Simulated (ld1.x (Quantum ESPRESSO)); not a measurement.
What one change does to a pseudopotential (Cd, TM semilocal)

* Element: cadmium
* Generator: ld1.x (Quantum ESPRESSO) 7.5
* Type: norm-conserving Troullier–Martins (semilocal form)
* Functional: LDA (PZ)
* Relativity: scalar-relativistic
* Frozen core: [Kr]
* Valence charge: 12
* Reference configuration: 4d10 5s0.5 5p0 (charge +1.5)
* Partial waves: 5s (bound): rc 2.30 bohr; 5p (bound, empty): rc 2.75 bohr; 4d (bound): rc 1.90 bohr
* Local potential: the d channel
* Core correction: Bessel-smoothed model core inside 0.85 bohr

All-electron outer shells of the reference configuration (LDA (PZ), scalar-relativistic, ld1.x):

| shell | level (eV) | outermost node (bohr) | outermost maximum (bohr) |
| --- | --- | --- | --- |
| 4p | -80.84 | 0.43 | 0.84 |
| 4d | -25.61 | 0.42 | 0.98 |
| 5s | -17.51 | 1.06 | 2.18 |
| 5p | -11.13 | 1.18 | 2.66 |

Change: all radii but the core radius scaled by about 1.33 (s 3.06, p 3.66, d 2.52 bohr).

Cutoffs: the cutoffs (Ry, on a coarse ladder) from which the occupation-weighted sum of valence levels, in a spherical-Bessel basis at the reference potential, stays within 10 and 1 mRy of its value at 400 Ry; they do not see the model core or the augmentation charge, which bear on the density cutoff. Errors are all-electron minus pseudo energies relative to the spin-unpolarised reference configuration.

Task: Predict the effect on cutoff, ghosts and configuration errors.

Result: The potential gets softer (60 Ry and 90 Ry → 45 Ry and 70 Ry); of the 9 tests that both files solve, the error grows in 6 and shrinks in 2 by more than 15 % and 0.3 meV (median size 1.8 → 3.3 meV); neither file shows a bound ghost. A larger radius leaves more room for a smooth pseudo-wave, so fewer plane waves are needed. A semilocal file is local in each channel, so a ghost entry of none says nothing of the separable form that plane-wave codes build from it.

| quantity | base | changed |
| --- | --- | --- |
| cutoff, loose | 60 Ry | 45 Ry |
| cutoff, tight | 90 Ry | 70 Ry |
| loose cutoff by channel (10 mRy a level) | s 8 Ry, d 50 Ry | s 6 Ry, d 35 Ry |
| bound ghosts | none | none |
| error for 4d10 5s2 5p0, meV [ΔE -17.36 eV] | -7.6 | -2.8 |
| error for 4d10 5s1 5p0, meV [ΔE -7.73 eV] | -0.6 | -2.2 |
| error for 4d10 5s0 5p0, meV [ΔE 9.79 eV] | -4.8 | -11 |
| error for 4d10 5s1.5 5p0, meV [ΔE -13.49 eV] | -4.0 | -5.3 |
| error for 4d10 5s1 5p1, meV [ΔE -12.57 eV] | -1.8 | +1.1 |
| error for 4d9 5s0 5p0, meV [ΔE 48.04 eV] | -104 | -192 |
| error for 4d10 5s0 5p2, meV [ΔE -7.45 eV] | -0.4 | -0.5 |
| error for 4d10 5s0.5 5p0 (spin-polarised), meV [ΔE -0.05 eV] | +0.1 | -3.3 |
| error for 4d10 5s1 5p0 (spin-polarised), meV [ΔE -7.92 eV] | +0.2 | -12 |
